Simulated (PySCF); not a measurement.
Computed Raman spectrum (relative Raman activity) of a molecule C3H7NSi. Geometry optimised at r2SCAN-D4/def2-SVP. One conformer was computed; it need not be the lowest. Computed with r2SCAN-D4/def2-SVP (PySCF). Frequencies are harmonic and unscaled.

Lines under 2 % of the strongest are left out, and lines within 2 cm⁻¹ are merged.

| ν (cm⁻¹) | relative intensity |
|---|---|
| 208 | 2.7 |
| 246 | 2.7 |
| 330 | 4.8 |
| 679 | 4.6 |
| 687 | 7.6 |
| 706 | 5.8 |
| 786 | 4.6 |
| 907 | 9.8 |
| 966 | 9.4 |
| 979 | 2.5 |
| 981 | 11 |
| 1131 | 3.3 |
| 1228 | 2.5 |
| 1347 | 5.5 |
| 1411 | 3.2 |
| 1436 | 10 |
| 2179 | 53 |
| 2204 | 88 |
| 2223 | 84 |
| 2236 | 73 |
| 3013 | 100 |
| 3062 | 48 |
| 3476 | 20 |
| 3574 | 48 |

### Question
Pick the molecule that these values belong to.
A. CC1=NC[SiH2]1
B. C#CCN[SiH3]
C. C#C[C@H](N)[SiH3]
D. C=C=C[SiH2]N

### Answer
B, C#CCN[SiH3]
